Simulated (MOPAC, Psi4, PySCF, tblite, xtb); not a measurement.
Dimer H4OSi ··· H4OSi (SMILES O[SiH3] and O[SiH3]) at R = 4.90 Å between the centres of mass, closest contact 2.38 Å (a random orientation, not optimised). Geometry in Å and degrees:

```
Si
O 1 1.6525
H 2 0.9599 1 118.63
H 1 1.4758 2 105.85 3 179.95
H 1 1.4842 4 109.86 2 -120.66
H 1 1.4842 4 109.86 5 -118.68
H 6 2.3816 1 127.68 4 72.76
O 7 0.9599 6 145.91 1 -73.63
Si 8 1.6525 7 118.63 6 -16.92
H 9 1.4758 8 105.85 7 179.95
H 9 1.4842 10 109.86 8 -120.66
H 9 1.4842 10 109.86 11 -118.68
```

GFN2-xTB (tblite); SAPT0/jun-cc-pVDZ, frozen core (Psi4); PBE/def2-TZVP, counterpoise-corrected (Psi4); PBE-D3(BJ)/def2-TZVP, counterpoise-corrected (Psi4); HF/aug-cc-pVDZ, counterpoise-corrected (Psi4); MP2/aug-cc-pVDZ = DF-MP2/aug-cc-pVDZ, frozen core, counterpoise-corrected in Psi4 1.11; SCS-MP2/aug-cc-pVDZ = Psi4 with DF-SCS-MP2/aug-cc-pVDZ, frozen core, counterpoise-corrected; PM7, restricted, heats of formation (MOPAC); PM6, restricted, heats of formation (MOPAC); GFN1-xTB (xtb); RKS-B3LYP/6-31G* = restricted B3LYP/6-31G*, spherical d, no counterpoise correction run with PySCF 2.14.0.

What interaction energy does each level give?


| method | E_int / kJ/mol |
|---|---|
| GFN2-xTB | -7.21 |
| PBE-D3(BJ)/def2-TZVP | -7.11 |
| GFN1-xTB | -5.80 |
| RKS-B3LYP/6-31G* | -3.92 |
| MP2/aug-cc-pVDZ | -3.81 |
| PBE/def2-TZVP | -3.25 |
| SCS-MP2/aug-cc-pVDZ | -2.78 |
| SAPT0/jun-cc-pVDZ | -2.22 |
| PM6 | -0.74 |
| PM7 | -0.51 |
| HF/aug-cc-pVDZ | 0.72 |
